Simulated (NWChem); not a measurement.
SiH$_{2}$Cl, doublet; SMILES [SiH2]Cl

All runs: NWChem. Spin-unrestricted. In the optimisation the excess spin sits in a' (Cs, its own frame). Structure relaxed at the PBE-D3(BJ)/def2-SVP, spin-unrestricted level. No stability test was run on the SCF state. Total energies compare along this basis series because the functional is fixed.

```csv
level,basis functions,energy (Ha),highest occupied level (eV),"lowest empty minus highest occupied level, either spin (eV)",dipole (D)
PBE/3-21G,30,-746.7590,-5.58,1.49,1.97
PBE/pcseg-1,46,-750.5145,-5.54,1.64,1.47
PBE/aug-pcseg-1,72,-750.5178,-5.52,1.65,1.18
PBE/pcseg-2,96,-750.5813,-5.51,1.66,1.32
PBE/def2-TZVPP,112,-750.5656,-5.45,1.68,1.08
PBE/def2-QZVP,200,-750.5912,-5.49,1.68,1.10
```
